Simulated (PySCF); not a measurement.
Simulated absorption spectrum

Species: C2H5NOSi.
SMILES: `[H]/N=C\[SiH2]C=O`

Theory: TDDFT B3LYP/def2-SVPD, vertical, gas phase, core orbitals frozen in the response (PySCF 2.14.0, density-fitted response routines). Geometry: GFN2-xTB, one conformer, isolated molecule. Torsions of this conformer, `[H]/[N:1]=[CH:2]\[SiH2:3][CH:4]=[O:5]`: N1–C2–Si3–C4 -119°, C2–Si3–C4–O5 118°.

Computed states:

```
state  E (eV)       f
   S1    3.14  0.0055
   S2    4.02  0.0097
   S3    4.57  0.0065
   S4    5.29   0.105
   S5    6.14  0.0036
   S6    6.25   0.013
   S7    6.42   0.014
   S8    6.67   0.018
```

Broadening: Gaussians 0.25 eV wide at half height, area fixed by f = 4.319×10⁻⁹ ∫ε dν̃. The width is an assumption, not a result. The curve ends short of the highest state used, and states not computed would add to its high-energy end.

Question: What does the envelope look like, and where are its maxima?

Answer: 
E (eV), ε (L mol⁻¹ cm⁻¹) and a bar:
```
     2.77          1 
     2.91         54 
     3.05        406 #
     3.20        512 ##
     3.34        105 
     3.49          3 
     3.63          1 
     3.77         65 
     3.92        669 ##
     4.06        978 ###
     4.20        253 #
     4.35         87 
     4.49        518 ##
     4.63        601 ##
     4.78        103 
     4.92         33 
     5.06       1175 ####
     5.21       8753 ############################
     5.35       9418 ##############################
     5.50       1479 #####
     5.64         43 
     5.78          1 
     5.93         67 
     6.07        664 ##
```

Maxima: 395 nm (3.14 eV), ε about 590, made up of S1 (100%); 308 nm (4.02 eV), ε about 1000, made up of S2 (100%); 271 nm (4.57 eV), ε about 700, made up of S3 (100%); 235 nm (5.29 eV), ε about 11000, made up of S4 (100%) (ε in L mol⁻¹ cm⁻¹; maxima over ε = 5, shares over 10%). At its high-energy end, 6.07 eV, the curve is still rising (ε about 660, from S5 and S6).

Question: Coming from long wavelengths, where does ε first pass 100 L mol⁻¹ cm⁻¹?

Answer: At about 421 nm (2.94 eV), 0.20 eV below S1.

Question: What would ε be at 5.29 eV, the highest of these maxima, with half the width (0.125 eV)?

Answer: About 22500 L mol⁻¹ cm⁻¹ against 11300, a factor of about 1.99; a lone state at its own centre would give exactly 2.

Question: Does any computed singlet lie in the visible range?

Answer: S1 lies in the visible range (380 to 750 nm), at 395 nm, f = 0.0055; light of that wavelength is violet, and its complementary colour is yellow-green; a Tamm–Dancoff triplet lies at 500 nm, without intensity as long as spin–orbit coupling is left out.
